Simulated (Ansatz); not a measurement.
Species: RbCl, charge 0, singlet. RbCl (SMILES [Cl][Rb]).
B3LYP-D3(BJ)/def2-TZVP minimum from Ansatz (a quantum-chemistry and plane-wave program):
```xyz
2

Rb     0.0000     0.0000    -0.9024
Cl     0.0000     0.0000     1.9640
```
Charge 0, spin multiplicity 1.

Total energies in def2-TZVPP, 8 correlated electrons, 9 frozen orbitals. Radicals and triplets start from unrestricted determinants; spin-orbit coupling is neglected. Correlated methods leave the cores frozen (noble-gas shells, and filled d and f shells in the p block). Past Kr the def2 sets carry scalar-relativistic core potentials.

```
method    program  energy (Eh)  minus CCSDT(Q) (mEh)
--------  -------  -----------  --------------------
HF         Ansatz   -483.39512                224.76
MP2        Ansatz   -483.59493                 24.96
CCSD       Ansatz   -483.61129                  8.60
CCSD(T)    Ansatz   -483.61917                  0.71
CCSDT(Q)   Ansatz   -483.61988                  0.00
```
